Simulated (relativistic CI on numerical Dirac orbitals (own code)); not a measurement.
Crystal-field levels of Er2+, 4f12

Calculated by Dirac-Coulomb-Breit CI, orbitals from a KLI potential per configuration, model QED, valence Slater integrals scaled by 0.8, one configuration in a parametric crystal field (own radial code).

Field parameters in Wybourne normalisation; cubic f-shell fields have B⁴₄ = √(5/14) B⁴₀ and B⁶₄ = −√(7/2) B⁶₀. The field is a parameter set, without covalency.

S is read from ⟨S²⟩ = S(S + 1).

Levels (cm⁻¹, degeneracy): 0 (3), 46 (2), 201 (3), 219 (1), 241 (3), 307 (1), 4880 (2), 4958 (3), 5107 (3), 5109 (1), 6956 (3), 7040 (2).

Q: Which field gives this pattern?
A. Oh, B40 = 510, B60 = 370 cm⁻¹
B. Oh, B40 = -1000, B60 = -280 cm⁻¹
C. Oh, B40 = -1350, B60 = -460 cm⁻¹
D. Oh, B40 = -380, B60 = -400 cm⁻¹

A: D. Oh, B40 = -380, B60 = -400 cm⁻¹, ground level with S = 0.99.
